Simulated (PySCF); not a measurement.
# Dipole moment and polarisability of `CC#C[C@H]1C=CC1`

Species: C₇H₈.
Geometry (GFN2-xTB, Å), atoms numbered from 1 in this order:
```xyz
15
C7H8 angstrom
C     -3.0661    0.7250   -0.0423
C     -1.7185    0.2149   -0.1747
C     -0.6094   -0.2269   -0.2871
C      0.7399   -0.7238   -0.4129
C      1.7726    0.2730   -0.8962
C      2.4855    0.2215    0.2227
C      1.5790   -0.7650    0.9034
H     -3.7459   -0.0814    0.2321
H     -3.3956    1.1583   -0.9863
H     -3.1005    1.4938    0.7293
H      0.7388   -1.6705   -0.9613
H      1.8500    0.8128   -1.8222
H      3.3912    0.6943    0.5584
H      1.0539   -0.3847    1.7782
H      2.0208   -1.7331    1.1368
```

Level: PBE0/def2-SVPD (PySCF), static field, nuclei fixed, core orbitals frozen in the response. The polarisability tensor in these axes (au):

```
x   106.55  -7.68   3.53
y    -7.68  64.48  -3.02
z     3.53  -3.02  68.61
```

Question: Diagonalise the tensor; give its mean and Δα, where Δα² is half the sum of the squared differences of the eigenvalues.

Answer: Principal values 62.20, 69.12 and 108.31 au; mean 79.88 au = 11.84 Å³ = 13.17 × 10⁻⁴⁰ C²·m²/J; Δα = 43.07 au (54 % of the mean).

Question: What is the dipole moment, and where does it point?

Answer: (-0.13, 0.07, 0.18) D, 0.23 D in size, pointing from the negative to the positive side. Measured along this direction, the outermost atoms are H12 at the negative end and H10 at the positive end.

Question: Traceless (Buckingham) quadrupole moment about the centre of nuclear charge: eigenvalues?

Answer: -3.41, -2.14, 5.55 D·Å. The values depend on the origin, since the dipole doesn't vanish. The electronic extent ⟨r²⟩ about the same centre is 980 bohr², a root-mean-square distance of 2.34 Å for the 50 electrons.

Question: Along which axes do the principal values lie, and how far do the nuclei extend along each?

Answer: Largest value along (0.98, -0.18, 0.10), where the nuclei span 6.88 Å; middle along (-0.16, -0.34, 0.93), 3.87 Å; least along (0.13, 0.92, 0.36), 3.08 Å. The response follows the extents in order.

Question: Orientational against electronic polarisability at 400 K (dilute gas, rigid molecules)?

Answer: In Gaussian units μ²/3kT = 0.32 Å³ against 11.84 Å³, a ratio of 0.03; the Debye molar polarisation (4π/3)N_A(α + μ²/3kT) is 30.7 cm³/mol, leaving out the vibrational part.

Question: Form Σ f/ω² (atomic units) for the 6 lowest TDDFT singlets, given as eV and f, and set it beside the mean polarisability, which is this sum over all singlets: 6.16, 0.0197; 6.20, 0.0070; 6.52, 0.0028; 6.69, 0.0109; 6.73, 0.0012; 6.82, 0.0065.

Answer: They add up to 0.87 au, 1.1 % of the 79.88 au; the largest single term is 0.38 au, from the state at 6.16 eV. Terms in order: 0.38, 0.14, 0.05, 0.18, 0.02, 0.10 au. Higher excitations give the rest. The strengths listed sum to 0.048.

Question: Estimate the molar refractivity from the static electronic polarisability.

Answer: Lorentz–Lorenz: R = (4π/3)N_A α = 2.5225 cm³/(mol·Å³) × 11.84 Å³ = 29.9 cm³/mol, in the limit of long wavelengths.

Isolated species at its GFN2-xTB geometry, gas phase.

The run behind these numbers computed excited states as well. Hardware: Arm Neoverse V1, one thread, shared host with 32 logical CPUs at a one-minute load of 15. Cost: 27 s, 0.83 GiB resident at most.
